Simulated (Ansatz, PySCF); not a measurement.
Si(CF3)(Cl)(H)2 (CH2ClF3Si), SMILES FC(F)(F)[SiH2]Cl. Atoms are numbered in the order given.

```xyz
8

Si     0.8688    -0.5997     0.2634
Cl     1.8892     1.0152    -0.4923
C     -1.0234    -0.2418     0.1303
F     -1.4207    -0.0602    -1.1330
F     -1.3889     0.8374     0.8294
F     -1.7055    -1.2905     0.6211
H      1.1539    -1.8114    -0.5448
H      1.1905    -0.7837     1.7004
```

Geometry optimised at PBE0-D3(BJ)/def2-SVP.

Two levels are set side by side: PBE-D3(BJ)/def2-SVP (Ansatz, a first-principles code) and PBE0-D3(BJ)/def2-SVP (Ansatz). Each level has its own optimised geometry; the coordinates shown are those of the second. Frequencies come from the Hessian of PySCF at each geometry. Differences are taken from unrounded values.

```tsv
quantity	PBE0-D3(BJ)	PBE-D3(BJ)	PBE-D3(BJ) minus PBE0-D3(BJ)
mean bond length (Å)	1.567	1.582	0.015
bond Si1–Cl2 (Å)	2.054	2.069	0.015
bond Si1–C3 (Å)	1.930	1.940	0.010
bond C3–F4 (Å)	1.337	1.354	0.017
bond C3–F5 (Å)	1.337	1.354	0.017
bond C3–F6 (Å)	1.344	1.363	0.019
bond Si1–H7 (Å)	1.484	1.496	0.012
bond Si1–H8 (Å)	1.484	1.496	0.012
highest harmonic wavenumber (cm⁻¹)	2297	2220	-77
mean harmonic wavenumber (cm⁻¹)	820	783	-37
zero-point energy (kcal/mol)	21.11	20.15	-0.96
```

Exact exchange shortens and stiffens bonds; PBE has none. Differences between two approximate levels are no errors against the true value.
